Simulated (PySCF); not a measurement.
MoFH5, SMILES [F][MoH5], multiplicity 1.

Geometry: PBE-D3(BJ)/def2-TZVP. The geometry has at least one imaginary mode, so it is a saddle point at that level. The multiplicity is an assumed one; other spin states were not compared. The def2 effective core potentials stand for the cores of Mo; spin–orbit coupling is left out.

Level of theory: PBE-D3(BJ)/def2-TZVP run with PySCF.

Frequencies are harmonic and unscaled.

Modes within 1.5 cm⁻¹ of each other (mostly degenerate sets) share a row, with their intensities summed.

Computed vibrational spectrum:
```
mode   ν (cm⁻¹)  IR (km/mol)  moving atoms (share of kinetic energy)
-----  --------  -----------  --------------------------------------
1–2        418i         37.2                                  H 91 %
3–4         199         59.1                                  H 89 %
5           292          0.0                                 H 100 %
6           542          0.0                                 H 100 %
7           590        126.5                         F 84 %, Mo 15 %
8–10        955        297.2                                  H 99 %
11         1954         25.6                                  H 99 %
12         1978          0.0                                 H 100 %
13–14      2019         71.1                                  H 98 %
15         2027         13.5                                  H 99 %
```
